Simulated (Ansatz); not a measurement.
```yaml
crystal:
  periodic: [false, false, false]
  atoms:
    - {symbol: Na, position_ang: [-1.311362, -0.083656, 0.839997]}
    - {symbol: Na, position_ang: [-1.905436, -1.774950, -2.682718]}
    - {symbol: Na, position_ang: [0.271331, 1.101013, -1.071113]}
    - {symbol: Na, position_ang: [0.823152, -1.639514, -0.330958]}
    - {symbol: Na, position_ang: [1.850444, 1.437823, 2.425324]}
    - {symbol: O, position_ang: [-0.921100, -0.723906, -1.212404]}
    - {symbol: O, position_ang: [0.191037, 1.501308, 1.088471]}
    - {symbol: O, position_ang: [1.001935, 0.181883, 0.943391]}
basis:
  gaussian: {orbitals: def2-TZVP, initial_orbitals: start.molden}
magnetization: {spin_polarized: true, initial_magnetization: 1}
hamiltonian: {xc: {name: wB97X-V}}
scf: {omitted_lower_state_checks: [starts]}
output: {orbitals: {seedname: orbitals}}
```

The file start.molden holds the orbitals of an earlier run on this structure, at another level or in another basis.

```sh
$ ansatz run in.yaml --threads 4 --pin off --events-out ev --progress --plain --max-ram 4787MiB
```

(1) Does this run fit into the memory that it is given?

## Answers

(1) No. It has 253 basis functions, and Ansatz plans for 4.77 GiB where 4.67 GiB are given.
